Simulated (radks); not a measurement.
Valence configurations of neutral chlorine (all share [Ne]). Method: scalar-relativistic Kohn-Sham, r2SCAN, spin-polarised, spherical densities, finite nucleus; open shells are filled with parallel spins first; meta-GGA in the generalised Kohn-Sham scheme; Fermi nuclear charge, rms radius 3.3654 fm; computed with a radial shooting solver on a logarithmic mesh with Libxc functionals. Energies are relative to 3s2 3p5; eigenvalues in eV for spin up.

3s2 3p5: E (eV) 0.000; moment (Bohr magnetons) 1; e(3p) -9.451; e(3s) -22.195
3s1.5 3p5.5: E (eV) 6.296; moment (Bohr magnetons) 1; e(3p) -9.804; e(3s) -22.663
3s1 3p6: E (eV) 12.562; moment (Bohr magnetons) 1; e(3p) -10.169; e(3s) -23.144

NIST lists [Ne] 3s2 3p5 as the ground configuration; this level of theory agrees among the configurations tried. The energies are those of spherical high-spin densities, not of single terms.
